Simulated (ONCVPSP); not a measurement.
## What one change does to a pseudopotential (hafnium, ONCV)

```json
{
 "Element": "Hf",
 "Generator": "ONCVPSP 4.0.1",
 "Type": "optimised norm-conserving Vanderbilt (ONCV)",
 "Functional": "PBE",
 "Relativity": "scalar-relativistic",
 "Frozen core": "[Kr] 4d10",
 "Valence charge": "26",
 "Reference configuration": "4f13 5s2 5p6 5d3 6s2",
 "Partial waves": "5s+6s: rc 1.70 bohr, ncon 3, nbas 6, qcut 7.1 1/bohr, 2 projectors; 5p: rc 2.15 bohr, ncon 3, nbas 6, qcut 7.7 1/bohr, 2 projectors, debl 2.8 Ha; 5d: rc 2.90 bohr, ncon 3, nbas 8, qcut 4.3 1/bohr, 3 projectors, debl 3.2 Ha; 4f: rc 0.95 bohr, ncon 3, nbas 8, qcut 16.1 1/bohr, 2 projectors, debl 3.2 Ha",
 "Local potential": "polynomial inside 0.60 bohr (lpopt 5, dvloc0 1 Ha)",
 "Core correction": "none"
}
```

Change: core [Kr] 4d10 4f14, valence charge 12; reference 5s2 5p6 5d2; waves now 5s: rc 1.55 bohr, ncon 4, nbas 7, qcut 5.8 1/bohr, 2 projectors, debl 2.5 Ha; 5p: rc 1.85 bohr, ncon 3, nbas 6, qcut 7.2 1/bohr, 2 projectors, debl 3.1 Ha; 5d: rc 2.85 bohr, ncon 4, nbas 9, qcut 6.4 1/bohr, 2 projectors, debl 1.6 Ha; local potential polynomial inside 1.15 bohr (lpopt 5, dvloc0 0 Ha). In the s channel the program set the typed energies aside and used -3.017, 0.250 Ha.

Cutoffs: the cutoffs (Ha) at which the residual kinetic energy of the hardest occupied pseudo-wave falls to 1 and 0.1 mHa per electron; they do not see the model core or the augmentation charge, which bear on the density cutoff. Errors are all-electron minus pseudo energies relative to the spin-unpolarised reference configuration.

What does the change do?

The potential gets softer (120 Ha and 200 Ha → 24 Ha and 50 Ha); the bound ghost in d, p, s disappears. The shells moved into the core no longer need plane waves of their own. Several settings change at once here, so the effects cannot be laid on one of them.

| quantity | base | changed |
| --- | --- | --- |
| cutoff, loose | 120 Ha | 24 Ha |
| cutoff, tight | 200 Ha | 50 Ha |
| bound ghosts | s, p, d | none |
| GHOST(+) flags under 300 eV | none | s at 97.6 eV, d at 102.9 eV |
| largest error over its own tests, meV | -307 | +54 |

 A true bound ghost makes a file unfit for plane-wave use even where its test errors are small: the radial tests pick states by their node count and pass the ghost by.
